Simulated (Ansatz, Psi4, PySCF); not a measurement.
C₂H₃O₂, charge -1, singlet, geometry from GFN2-xTB (in this run its highest filled SCF level lies above zero, so its values depend strongly on the basis, on diffuse functions most of all). Base run: CCSD(T)/STO-3G run with PySCF.

Input for PySCF:
```python
from pyscf import gto, scf, cc

mol = gto.M(
    atom='''
C    -1.154129   -0.133685   -0.004759
O    -0.726708   -1.119467    0.601489
O     0.009632    0.801733   -0.467424
C     1.286913    0.412188   -0.148326
H     1.794436    1.158845    0.491028
H     1.240270   -0.545558    0.407536
H     1.905198    0.257566   -1.052575
''',
    basis='sto-3g',
    charge=-1,
    spin=0,
    verbose=3,
)

mf = scf.RHF(mol)
mf.kernel()

mycc = cc.CCSD(mf)
mycc.kernel()
et = mycc.ccsd_t()
print('E(CCSD(T)) = %.10f' % (mycc.e_tot + et))
```

The same geometry, method and basis name were run in Ansatz (a program for electronic structure) and Psi4 and PySCF, at each program's defaults and at the settings that a row names. The base is PySCF at its defaults. Differences at the defaults can come from grids, fitting, cores and function types together.

| code and settings | ΔE vs base (mEh) | basis functions | E (Eh) | SCF cycles |
|---|---|---|---|---|
| PySCF, defaults (exact integrals, spherical functions, all electrons correlated) | 0.000 | 23 | -224.25557 | 10 |
| Psi4, defaults (exact integrals, spherical functions, all electrons correlated) | 0.000 | 23 | -224.25557 | 12 |
| Ansatz, defaults (factorised integrals, spherical functions, frozen core) | 0.790 | 23 | -224.25478 | - |
| PySCF, frozen core | 0.781 | 23 | -224.25479 | 10 |
| Psi4, exact integrals, spherical functions, frozen core | 0.781 | 23 | -224.25479 | 12 |
| Ansatz, high accuracy, frozen core | 0.781 | 23 | -224.25479 | - |
